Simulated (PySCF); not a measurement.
germylsulfanylgermane (Ge₂H₆S), SMILES [GeH3][S][GeH3]. Atoms are numbered in the order given.

```xyz
9

Ge     1.6927    -0.2467     0.0442
S      0.0036    -0.4092    -1.4312
Ge    -1.6999     0.2000    -0.0958
H      2.9611    -0.6345    -0.7347
H      1.7996     1.1980     0.5750
H      1.4630    -1.2114     1.2261
H     -1.8184    -0.7738     1.0951
H     -2.9593     0.1366    -0.9766
H     -1.4766     1.6321     0.4332
```
Charge 0, spin multiplicity 1.

Coordinates come from a B3LYP-D3(BJ)/def2-SVP optimisation.

The numbers are results of HF/def2-TZVP (PySCF), not measurements.

ESP charges are fitted to the potential on shells at 1.4 to 2.0 van der Waals radii. Atomic charges (e):

| atom | Löwdin | ESP fit | Mulliken |
|---|---|---|---|
| Ge1 | (withheld) | 0.26 | 0.27 |
| S2 | (withheld) | -0.30 | -0.53 |
| Ge3 | (withheld) | 0.26 | 0.27 |
| H4 | (withheld) | -0.02 | 0.00 |
| H5 | (withheld) | -0.05 | 0.00 |
| H6 | (withheld) | -0.05 | 0.00 |
| H7 | (withheld) | -0.05 | 0.00 |
| H8 | (withheld) | -0.02 | 0.00 |
| H9 | (withheld) | -0.04 | 0.00 |

### Question
Complete the blanks. (Estimate from the structure and the level; the computed values follow.)

### Answer

- Ge1, Löwdin: 0.22
- S2, Löwdin: 0.05
- Ge3, Löwdin: 0.22
- H4, Löwdin: -0.08
- H5, Löwdin: -0.08
- H6, Löwdin: -0.08
- H7, Löwdin: -0.08
- H8, Löwdin: -0.08
- H9, Löwdin: -0.08
